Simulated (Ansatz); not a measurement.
Si2Sn5, relaxed as a singlet with RKS PBE-D4/def2-SVP in Ansatz, starting from the GFN1-xTB geometry. Force threshold 0.02 eV/Å.

In the def2 sets Sn takes a core potential; there is no spin–orbit coupling. Another isomer (singlet) lies 1.15 eV lower at PBE0-D4/def2-TZVP; other spin states weren't run for this one.

Start:

Cartesian coordinates in Å:
```
Si 1.387 -1.966 -1.186
Si -0.538 -1.287 -0.232
Sn 1.912 0.522 -0.555
Sn -2.294 0.199 0.946
Sn -0.885 0.815 -1.789
Sn -0.153 2.191 0.795
Sn 0.572 -0.473 2.022
```

Question: Estimate the energy that the relaxation releases and the steps that it takes.

Answer: 0.40 eV, in 11 steps; 27 s on 4 threads of Arm Neoverse V2 on a shared host. No frequencies were taken in this run, so the end may be a saddle point.

Question: Does the start keep its bonding and symmetry?

Answer: Bonds lost: Sn4–Sn5, Sn4–Sn7 (atoms count from 1). Point group Cs at the start, Cs at the end, both within 0.05 Å.

Question: Predict the relaxed structure.

Answer: 
```xyz
7

Si    1.228   -1.795   -1.073
Si   -0.811   -1.277   -0.120
Sn    2.154    0.686   -0.591
Sn   -2.542    0.230    1.045
Sn   -0.616    0.694   -2.007
Sn   -0.298    2.093    0.820
Sn    0.886   -0.631    1.926
```
Bond lengths (bridged metal pairs left out): 6 × Sn–Sn 2.93 to 3.17 Å; 4 × Si–Sn 2.57 to 2.74 Å; 1 × Si–Si 2.31 Å.
